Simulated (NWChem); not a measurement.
System: GeHCl, singlet; SMILES [Cl][GeH]

NWChem input:

```
start job
memory heap 200 mb stack 900 mb global 1100 mb
geometry units angstroms noautoz
  Ge    -0.017290    -0.756268     0.000000
  H      1.579635    -0.869610     0.000000
  Cl    -0.002840     1.425353     0.000000
end
basis spherical
  * library 3-21g
end
dft
  xc b3lyp
  iterations 150
  mulliken
end
task dft energy
```

Low-valent species are run as closed-shell singlets; no triplet was tried in these runs. Geometry: optimised at PBE0-D3(BJ)/def2-TZVP.

What results follow from this input? (B3LYP/3-21G.) Quantities: basis functions; energy (Ha); highest occupied level (eV); orbital gap (eV); dipole (D).


```json
{
 "number_of_basis_functions": "37",
 "energy (Ha)": "-2525.59",
 "highest occupied level (eV)": "-6.93",
 "orbital gap (eV)": "3.59",
 "dipole (D)": "2.44"
}
```
